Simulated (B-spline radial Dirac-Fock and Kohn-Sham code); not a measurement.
Calculated with a radial atomic solver, using independent-particle photoionisation in a Dirac-Hartree-Slater potential with a Latter tail, all multipoles, thresholds from Dirac-Fock ΔSCF. Kinetic energies are from the vacuum level. Open shells are spread statistically over j, without multiplet splitting. Without correlation, outer binding energies are uncertain by a few eV, most for open f shells.

Question: A free atom or ion in its tabulated ground configuration is ionised with 521 eV photons and gives these photoelectron lines. Identify it and assign the lines.

| kinetic energy (eV) | relative cross section |
| --- | --- |
| 10.47 | 31.0 |
| 18.90 | 100.0 |
| 357.8 | 2.9 |
| 402.0 | 2.9 |
| 409.6 | 6.5 |
| 480.0 | 7.2 |
| 481.0 | 10.6 |
| 507.0 | 0.041 |
| 507.5 | 0.085 |

Answer: Sn⁺, [Kr] 4d10 5s2 5p1. Binding energies are hν less the kinetic energy: 3d3/2 510.5 eV, 3d5/2 502.1 eV, 4s 163.2 eV, 4p1/2 119.0 eV, 4p3/2 111.4 eV, 4d3/2 41.03 eV, 4d5/2 40.01 eV, 5p1/2 13.99 eV, 5p3/2 13.47 eV.

Run: 4.6 s of CPU time on 1 thread of Intel(R) Xeon(R) 6975P-C (shared host), peak memory 0.40 GiB.
